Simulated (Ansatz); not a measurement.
Reactions of `[AlH2][CH]1[SiH2]C1[SiH3]`.

Calculated with Ansatz (gas phase, PBE0-D4/def2-TZVP geometries, no zero-point term in ΔE). CCSD(T)/CBS is the MP2 limit (def2-TZVPP, def2-QZVPP) plus CCSD(T) − MP2 in def2-TZVPP, frozen cores. This one scheme is used for every species. DFT in def2-TZVPP. B3LYP here is the variant with VWN-RPA as its local correlation; programs differ in this. def2 core potentials past Kr. For Cd, In outer-core shells are correlated without core-valence functions, which leaves a few kJ/mol of doubt a bond. One conformer a species, not always the lowest.

| reaction | B3LYP-D4 (kJ/mol) | r2SCAN-D4 (kJ/mol) | PBE0-D4 (kJ/mol) | ωB97X-V (kJ/mol) | CCSD(T)/CBS(def2) (kJ/mol) |
| --- | --- | --- | --- | --- | --- |
| `[AlH2][C@@H]1[SiH2][C@H]1[SiH3]` + `C[O][In]([OH])[OH]` → `C[O][In]([OH])[O][SiH3]` + `[AlH2][CH]1C[SiH2]1` | -88 | -88 | -80 | -88 | -88 |
| `[AlH2][C@@H]1[SiH2][C@H]1[SiH3]` + `CC(C)=N` → `CC(C)=N[SiH3]` + `[AlH2][CH]1C[SiH2]1` | -18 | -18 | -13 | -15 | -11 |
| `[AlH2][C@@H]1[SiH2][C@H]1[SiH3]` + `[OH][Cd][F]` → `[F][Cd][O][SiH3]` + `[AlH2][CH]1C[SiH2]1` | -90 | -90 | -83 | -93 | -88 |
| `[AlH2][C@@H]1[SiH2][C@H]1[SiH3]` + `[SH][AlH][SH]` → `[SiH3][S][AlH][SH]` + `[AlH2][CH]1C[SiH2]1` | -48 | -51 | -51 | -47 | -47 |
| `[AlH2][C@@H]1[SiH2][C@H]1[SiH3]` + `BO[SiH2]S` → `BO[SiH2]S[SiH3]` + `[AlH2][CH]1C[SiH2]1` | -49 | -53 | -53 | -49 | -48 |
| `[AlH2][C@@H]1[SiH2][C@H]1[SiH3]` + `OC([SiH3])S` → `[SiH3]OC([SiH3])S` + `[AlH2][CH]1C[SiH2]1` | -92 | -89 | -81 | -87 | -86 |

Largest T1 diagnostic: 0.017, for `[OH][Cd][F]`.
